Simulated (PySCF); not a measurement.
Point-charge models of acetophenone (`CC(=O)c1ccccc1`) against its computed dipole.

Coordinates (GFN2-xTB, Å) and charges (e) from the PBE0/pcSseg-1 density (PySCF):

```tsv
atom	x	y	z	Mulliken	IAO	Hirshfeld	ESP-fitted
C1	-2.612	-0.133	0.667	-0.2542	-0.4786	-0.1250	-0.5273
C2	-1.681	0.581	-0.283	+0.2664	+0.3812	+0.1617	+0.6392
O3	-2.092	1.399	-1.076	-0.3612	-0.4200	-0.2305	-0.5021
C4	-0.236	0.236	-0.205	-0.3563	-0.0672	-0.0206	-0.1161
C5	0.285	-0.699	0.689	-0.0188	-0.1441	-0.0418	-0.1108
C6	1.641	-0.966	0.702	-0.0729	-0.1522	-0.0478	-0.1693
C7	2.495	-0.310	-0.170	-0.0584	-0.1349	-0.0356	-0.0913
C8	1.988	0.621	-1.063	-0.0648	-0.1499	-0.0434	-0.1534
C9	0.634	0.891	-1.078	+0.0384	-0.1210	-0.0355	-0.0940
H10	-2.568	-1.207	0.500	+0.1441	+0.1608	+0.0531	+0.1437
H11	-2.327	0.074	1.697	+0.1441	+0.1608	+0.0530	+0.1430
H12	-3.628	0.215	0.500	+0.1430	+0.1689	+0.0517	+0.1521
H13	-0.360	-1.222	1.377	+0.0788	+0.1517	+0.0506	+0.1284
H14	2.036	-1.692	1.398	+0.0925	+0.1556	+0.0523	+0.1435
H15	3.553	-0.525	-0.154	+0.0950	+0.1574	+0.0548	+0.1331
H16	2.649	1.135	-1.745	+0.0964	+0.1574	+0.0544	+0.1422
H17	0.217	1.613	-1.765	+0.0879	+0.1740	+0.0487	+0.1390
```

Problem. Form Σ q r in debye for every column and set it beside the full dipole.

Solution. The full density gives (1.67, -1.97, 1.77) D, 3.13 D in size; dipole vectors point from the negative to the positive end.

```tsv
scheme	μx	μy	μz	size (D)	share of the full size (%)	angle to the full dipole (°)
Mulliken	1.10	-2.35	2.29	3.46	111	14
IAO	1.82	-2.15	1.94	3.42	109	0
Hirshfeld	1.17	-1.33	1.19	2.13	68	1
ESP-fitted	1.69	-1.98	1.78	3.15	101	0
```

Problem. Which set comes closest?

Solution. Length of the difference vector: ESP-fitted 0.02 D, IAO 0.28 D, Mulliken 0.87 D, Hirshfeld 1.00 D. Closest: ESP-fitted. 

Problem. What is left for the Hirshfeld atoms' own dipoles?

Solution. The Hirshfeld atoms' densities add up to the full density, so μ = Σ q r + Σ (atomic dipoles). The atomic dipoles sum to (1.67, -1.97, 1.77) − (1.17, -1.33, 1.19) = (0.50, -0.64, 0.58) D, 1.00 D in size.

Problem. With the origin at the mean of the coordinates, (0.000, 0.001, -0.001) Å, which are the largest single terms, by size, of the ESP-fitted dipole along the direction of the full one?

Solution. O3 +6.28, C2 -4.36, C1 +2.36, H14 +2.03, C6 -1.53 D; all 17 atoms together +3.15 D. The single terms depend on the origin, their sum doesn't.

Problem. Give the size of the full dipole in other units.

Solution. 3.13 D = 1.232 au = 0.652 e·Å = 10.45 × 10⁻³⁰ C·m.

The structure is a single GFN2-xTB conformer in the gas phase; no vibrational or solvent corrections.

The values belong to the conformer `[CH3:1][C:2](=[O:3])[c:4]1[cH:5][cH:6][cH:7][cH:8][cH:9]1`: C1–C2–C4–C5 0°.
